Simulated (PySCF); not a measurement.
**Bond curve of DyP**

Set-up: PySCF, spin-free X2C with a Gaussian nucleus, basis sets Dy x2c-SVPall, P x2c-SVPall. Energies in eV from Dy (4f10 6s2) + P in their ground configurations at the same level. State: sextet, about 9.2 electrons in the 4f shell (Mulliken), real f orbitals that mix terms.

All columns are B3LYP. A positive dipole means Dy(−)P(+).

```tsv
R (Å)	E (eV)	μ (D)	Mulliken charge on Dy (basis-dependent)	HOMO (eV)	LUMO (eV)	Mayer bond order	⟨S²⟩
1.999	0.128	-4.27	0.12	-4.32	-2.67	3.29	8.84
2.092	-0.669	-5.00	0.15	-4.53	-2.70	3.25	8.78
2.185	-1.127	-5.52	0.17	-4.74	-2.75	3.21	8.77
2.254	-1.301	-5.81	0.18	-4.89	-2.78	3.18	8.78
2.324	-1.363	-6.02	0.19	-4.78	-2.81	3.13	8.81
2.394	-1.338	-6.18	0.20	-4.68	-2.84	3.08	8.85
2.487	-1.204	-6.33	0.21	-4.56	-2.88	3.00	8.91
2.603	-0.925	-6.47	0.23	-4.44	-2.95	2.90	8.99
2.742	-0.499	-6.56	0.24	-4.31	-3.04	2.77	9.10
2.928	0.118	-6.25	0.24	-4.11	-3.45	2.40	9.57
```

A fit through these points gives, at Re = 2.336 Å, μ = -6.06 D and dμ/dR = -2.49 D/Å; the reduced mass is 26.05 u.

Q: How strong is the fundamental in the double-harmonic approximation, I = 42.26·(dμ/dR)²/μred km/mol?

A: I = 42.26·(-2.49)²/26.05 = 10.1 km/mol at B3LYP.

⟨S²⟩ of the unrestricted solution departs from its pure value on part of the curve, where spin states mix. Spin–orbit coupling is left out, which matters for elements this heavy, above all for dissociation energies. The state is the lowest single determinant that the PBE0 search found; with open d or f shells the true ground state can be another one.
